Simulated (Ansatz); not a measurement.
A nudged elastic band was laid between two geometries of AlFH2O2 + H2 (8 atoms, charge 0, multiplicity 1).

These are results of RKS PBE0-D4/def2-SVP (Ansatz), not measurements.

| Property | Result |
| --- | --- |
| movable images | 9 |
| climbing image | yes |
| spring | 5.0 eV/Å² |
| optimiser | quadratic models (default) |
| start path | through a guess of the saddle point |
| force threshold | 0.03 eV/Å |
| iteration limit | 60 |
| end points | relaxed |

First end point:

```xyz
8
Properties=species:S:1:pos:R:3
Al -0.021 -0.312 0.008
F 0.053 -0.763 1.613
O 1.381 -0.239 -0.932
H 2.265 -0.429 -0.621
O -1.509 -0.159 -0.778
H -2.363 -0.279 -0.363
H 0.037 1.897 0.520
H 0.092 1.568 1.209
```

Last end point:

```xyz
8
Properties=species:S:1:pos:R:3
Al -0.012 0.464 -0.152
F 0.086 0.068 1.882
O 1.455 -0.191 -0.716
H 1.602 -1.003 -1.199
O -1.564 -0.110 -0.556
H -1.804 -0.915 -1.013
H 0.055 1.975 0.365
H 0.119 0.996 2.044
```

Problem. What changes between the two ends?

Solution. Bonds broken: H7–H8. Bonds formed: Al1–H7, F2–H8. AlFH2O2 + H2 becomes AlFH4O2.

Problem. What energy profile does the band end with?

Solution. It converged. The highest image is number 8 of 0 to 10, 1.21 eV above the first end and 0.05 eV above the last; the last end lies 1.16 eV above the first. The profile has 2 maxima (images 2, 8) with wells between them (image 3): this band takes more than one step, which may be the mechanism or a detour left from its start path. A structure lower than the first end lies on the path between it and the top, so the climb from that side starts below the end, which may itself be a saddle point or a shallow side well. A vibrational analysis at the climbing image gives one clearly imaginary mode, 481i cm⁻¹: a first-order saddle point. The orbitals stay closed-shell, which can raise the energy where a bond breaks towards radicals; this wasn't checked here.

| image | path coordinate (Å) | energy (eV) | H7–H8 (Å) | Al1–H7 (Å) | F2–H8 (Å) |
| --- | --- | --- | --- | --- | --- |
| 0 | 0.00 | 0.00 | 0.77 | 2.27 | 2.37 |
| 1 | 0.42 | 0.03 | 0.77 | 2.21 | 2.37 |
| 2 | 0.84 | 0.04 | 0.77 | 2.17 | 2.35 |
| 3 | 1.26 | -0.01 | 0.77 | 2.21 | 2.32 |
| 4 | 1.68 | 0.01 | 0.77 | 2.22 | 2.28 |
| 5 | 2.10 | 0.07 | 0.77 | 2.18 | 2.21 |
| 6 | 2.52 | 0.17 | 0.78 | 2.08 | 1.90 |
| 7 | 2.94 | 0.69 | 0.87 | 1.85 | 1.46 |
| 8 | 3.36 | 1.21 | 1.24 | 1.68 | 1.05 |
| 9 | 3.72 | 1.17 | 1.64 | 1.62 | 0.96 |
| 10 | 4.08 | 1.16 | 1.95 | 1.60 | 0.94 |

Problem. What is the geometry of the highest image?

Solution. 
```xyz
8
Properties=species:S:1:pos:R:3
Al -0.002 0.270 0.005
F 0.065 0.150 1.923
O 1.471 -0.361 -0.551
H 1.662 -0.806 -1.375
O -1.559 -0.097 -0.553
H -1.868 -0.873 -1.019
H 0.078 1.839 0.594
H 0.089 1.162 1.632
```

Time of the run: 4.9 min on 2 threads of Arm Neoverse V2, on a shared host, peak memory 0.15 GiB.
